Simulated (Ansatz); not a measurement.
A structure relaxed at PBE0-D4/def2-TZVP in Ansatz, charge 0, singlet:

```xyz
6

Li    0.1101    0.9516   -1.3073
Li    0.8485    0.7800    1.1209
Li    0.9366   -3.0848   -0.4618
Li   -1.5487    0.2178    0.4785
S    -0.6345    2.2382    0.3431
S     0.2880   -1.1028   -0.1736
```

Question: Give its formula and point group.

Answer: the cluster Li₄S₂. Point group C3v (tolerance 0.1 Å).

Question: Summarise the bond lengths by kind (pairs closer than 1.2 times the sum of covalent radii, bridged metal pairs left out).

Answer: 7 × Li–S 2.11 to 2.35 Å.

The structure comes from a short search, and lower isomers may exist.
